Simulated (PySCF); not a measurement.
**`C(#C)[SiH2][C@H]1[Se]C[C@@H]1F`, C$_{5}$H$_{7}$FSeSi**

Molfile (atoms numbered from 1):
```
C5H7FSeSi
     RDKit          3D

 15 15  0  0  0  0  0  0  0  0999 V2000
    3.0364    0.6335   -0.2928 C   0  0  0  0  0  0  0  0  0  0  0  0
    2.2174    0.1427    0.4388 C   0  0  0  0  0  0  0  0  0  0  0  0
    0.9282   -0.5984    1.5364 Si  0  0  0  0  0  4  0  0  0  0  0  0
   -0.7450   -0.2035    0.7037 C   0  0  1  0  0  0  0  0  0  0  0  0
   -1.2545    1.7206    0.4642 Se  0  0  0  0  0  2  0  0  0  0  0  0
   -1.7853    0.7303   -1.1645 C   0  0  0  0  0  0  0  0  0  0  0  0
   -0.8767   -0.4330   -0.7976 C   0  0  2  0  0  0  0  0  0  0  0  0
   -1.4090   -1.6638   -1.1125 F   0  0  0  0  0  0  0  0  0  0  0  0
    3.7573    1.0635   -0.9281 H   0  0  0  0  0  0  0  0  0  0  0  0
    0.9492    0.0307    2.8582 H   0  0  0  0  0  0  0  0  0  0  0  0
    1.0786   -2.0559    1.5760 H   0  0  0  0  0  0  0  0  0  0  0  0
   -1.5844   -0.6788    1.2177 H   0  0  0  0  0  0  0  0  0  0  0  0
   -1.5667    1.2377   -2.1014 H   0  0  0  0  0  0  0  0  0  0  0  0
   -2.8395    0.4592   -1.1084 H   0  0  0  0  0  0  0  0  0  0  0  0
    0.0894   -0.3769   -1.3116 H   0  0  0  0  0  0  0  0  0  0  0  0
  1  2  3  0
  2  3  1  0
  3  4  1  0
  4  5  1  0
  5  6  1  0
  6  7  1  0
  7  8  1  0
  7  4  1  0
  1  9  1  0
  3 10  1  0
  3 11  1  0
  4 12  1  1
  6 13  1  0
  6 14  1  0
  7 15  1  6
M  END
```

Method used: TDDFT PBE0/aug-cc-pVDZ circular dichroism and optical rotation, one conformer, gas phase in PySCF. Geometry: GFN2-xTB.

The molecule is flexible and this is one conformer; a measurement averages over conformers. The calculation is non-relativistic, which matters for the atoms heavier than Zn.

Task: What are the CIP labels of the stereocentres?

Result: C4 S, C7 S.

Task: Which excitations and rotatory strengths does the calculation give?

Result: Rotatory strengths R in 10⁻⁴⁰ esu² cm², velocity form and length form (origin at the centre of mass); f in length form.
| state | E (eV) | λ (nm) | f | R (velocity) | R (length) | main |
| --- | --- | --- | --- | --- | --- | --- |
| 1 | 3.83 | 324 | 0.0009 | -1.5 | -1.4 | HOMO→LUMO 0.95 |
| 2 | 5.03 | 246 | 0.024 | +8.4 | +8.5 | HOMO→LUMO+2 0.55, HOMO→LUMO+3 0.21 |
| 3 | 5.14 | 241 | 0.002 | +8.5 | +8.3 | HOMO→LUMO+1 0.77, HOMO→LUMO+2 0.16 |
| 4 | 5.42 | 229 | 0.002 | -2.6 | -2.6 | HOMO→LUMO+3 0.70, HOMO→LUMO+2 0.26 |
| 5 | 5.64 | 220 | 0.015 | -2.8 | -2.9 | HOMO→LUMO+4 0.77, HOMO→LUMO+6 0.13 |
| 6 | 5.76 | 215 | 0.014 | -3.3 | -3.5 | HOMO→LUMO+5 0.87 |
| 7 | 5.98 | 207 | 0.007 | +4.8 | +4.8 | HOMO→LUMO+6 0.78, HOMO→LUMO+4 0.10 |
| 8 | 6.06 | 205 | 0.009 | -1.9 | -2.0 | HOMO−1→LUMO 0.23, HOMO−2→LUMO+1 0.20 |

Among the states computed, the strongest CD band (largest |R|) is state 3. The largest dissymmetry factor in size, g = 4R/(D+G), with D and G the electric and magnetic dipole strengths, is +0.025 for state 3 (velocity form, f = 0.003), among bands with |R| over 0.5. The mirror image has the same energies and oscillator strengths and all R with the opposite sign.
